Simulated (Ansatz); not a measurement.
NaSn6⁻. Total charge -1; singlet. Geometry r2SCAN-D4/def2-SVPD.

```xyz
7

Na   -0.907   -2.417    1.852
Sn   -0.832    0.649    1.599
Sn   -1.198    1.874   -1.117
Sn    1.131    0.162   -2.211
Sn    1.507   -1.071    0.500
Sn    1.552    1.923    0.294
Sn   -1.254   -1.120   -0.917
```

In the def2 sets Sn takes a core potential; there is no spin–orbit coupling. Another isomer (singlet) lies 0.10 eV lower at PBE0-D4/def2-TZVPD; other spin states weren't run for this one.

Problem. Estimate the orbital energies around the gap (eV) in Ansatz with PBE-D4/def2-TZVPD, B97M-V/def2-TZVPD, PBE0-D4/def2-TZVPD, r2SCAN0-D4/def2-TZVPD, BHLYP-D4/def2-TZVPD.

Solution. 
```tsv
orbital	PBE-D4/def2-TZVPD	B97M-V/def2-TZVPD	PBE0-D4/def2-TZVPD	r2SCAN0-D4/def2-TZVPD	BHLYP-D4/def2-TZVPD
HOMO−5	-1.72	-1.84	-2.42	-2.54	-2.90
HOMO−4	-1.62	-1.72	-2.30	-2.44	-2.77
HOMO−3	-1.62	-1.72	-2.30	-2.44	-2.77
HOMO−2	-0.55	-0.65	-1.20	-1.31	-1.71
HOMO−1	-0.55	-0.65	-1.20	-1.31	-1.71
HOMO	-0.47	-0.54	-1.09	-1.19	-1.58
LUMO	0.44	0.35	0.87	1.07	1.18
LUMO+1	1.14	1.18	1.63	1.66	2.02
LUMO+2	1.14	1.18	1.63	1.66	2.02
LUMO+3	1.25	1.32	1.78	1.80	2.10
LUMO+4	1.62	1.51	1.94	2.06	2.33
LUMO+5	1.62	1.51	1.94	2.08	2.33
```
